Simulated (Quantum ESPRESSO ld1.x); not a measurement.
Results of a calculation; reference values are marked as such.
Q: Er XXI, 48 electrons, occupied as [Kr] 4d10 4f2. Level of theory: scalar-relativistic Kohn-Sham, revPBE, spin-unpolarised, spherical densities, point nucleus (ld1.x of Quantum ESPRESSO 7.5). Some entries of the table are withheld. Estimate them.

orbital,occ.,eigenvalue (eV),<1/r> (bohr^-1)
1s,2,(1),77.59
2s,2,-10184.5,18.05
2p,6,-9068.77,(2)
3s,2,-2710.04,6.667
3p,6,-2370.66,6.229
3d,10,-1946.71,(3)
4s,2,-942.844,2.929
4p,6,-826.174,2.717
4d,10,-670.573,2.482
4f,2,-498.710,2.197

A: 
(1) 1s eigenvalue (eV): -57921.2
(2) 2p <1/r> (bohr^-1): 16.67
(3) 3d <1/r> (bohr^-1): 5.900
